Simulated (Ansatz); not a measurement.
One change: `[Cl][AlH][GeH3]` becomes `[CH3][AlH][Cl]`.

Ansatz, PBE0-D4/def2-TZVP geometries, multiplicity 1. 

Scalar relativity is left out up to krypton.

| property | `[Cl][AlH][GeH3]` |
| --- | --- |
| LUMO energy (ωB97M-V/def2-TZVPP) / eV | -0.30 |
| LUMO energy (B3LYP/def2-TZVPP) / eV | -2.15 |
| HOMO energy (PBE/def2-TZVPP) / eV | -6.68 |
| size of the dipole moment (PBE/def2-TZVPP) / D | 1.08 |
| LUMO energy (PBE0/def2-TZVPP) / eV | -1.97 |
| size of the dipole moment (ωB97M-V/def2-TZVPP) / D | 1.14 |

**Question.** What does the change do to each property? (Estimate.)

**Answer.** The calculation gave: 
```csv
property,`[CH3][AlH][Cl]`,shift
LUMO energy (ωB97M-V/def2-TZVPP) / eV,0.49,0.79
LUMO energy (B3LYP/def2-TZVPP) / eV,-1.34,0.81
HOMO energy (PBE/def2-TZVPP) / eV,-6.92,-0.24
size of the dipole moment (PBE/def2-TZVPP) / D,1.78,0.70
LUMO energy (PBE0/def2-TZVPP) / eV,-1.13,0.84
size of the dipole moment (ωB97M-V/def2-TZVPP) / D,1.81,0.67
```

With PBE0 the HOMO falls by 0.42 eV and the LUMO rises by 0.84 eV, so the gap widens by about 1.26 eV. PBE moves the HOMO by -0.24 eV and ωB97M-V by -0.63 eV. Dipoles are sizes alone; their direction can turn.

B3LYP here is the variant with VWN-RPA as its local correlation; programs differ in this.
